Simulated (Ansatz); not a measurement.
Z-matrix (Å, degrees):
```
C
C 1 1.521
H 1 1.092 2 110.9
H 1 1.093 2 111.0 3 -119.6
H 1 1.092 2 110.1 3 119.8
C 2 1.521 1 111.0 3 62.6
C 2 1.520 1 110.5 3 -60.3
O 2 1.431 1 109.8 3 -175.8
H 6 1.093 2 111.0 1 57.0
H 6 1.092 2 110.1 1 177.6
H 6 1.092 2 110.9 1 -62.6
H 7 1.092 2 110.7 1 61.6
H 7 1.091 2 110.2 1 -178.1
H 7 1.091 2 110.2 1 -58.6
Ga 8 1.756 2 127.7 1 -61.3
Cl 15 2.116 8 116.3 2 -179.7
Cl 15 2.128 8 125.8 2 0.3
```

Charge 0, multiplicity 1.

Task: List the r2SCAN/def2-TZVPP orbital energies in eV (Ansatz). (Best estimate.)

Result: The calculation gave: Occupied: -10123.59, -2753.55, -2753.44, -1245.69, -1102.14, -1102.04, -1102.00, -516.05, -275.03, -272.98, -272.98, -272.85, -254.92, -254.81, -193.46, -193.35, -193.33, -193.31, -193.22, -193.20, -149.43, -102.37, -102.15, -102.06, -26.68, -22.44, -22.37, -21.92, -21.88, -21.82, -20.95, -20.60, -20.40, -18.24, -18.16, -14.68, -12.61, -11.88, -11.74, -11.38, -10.35, -10.35, -9.94, -9.61, -9.43, -9.08, -9.02, -8.79, -8.50, -8.34, -8.13, -7.43, -7.21. Lowest empty: -2.02, -1.36, 0.94, 1.55, 2.00, 2.38, 2.49, 2.69.
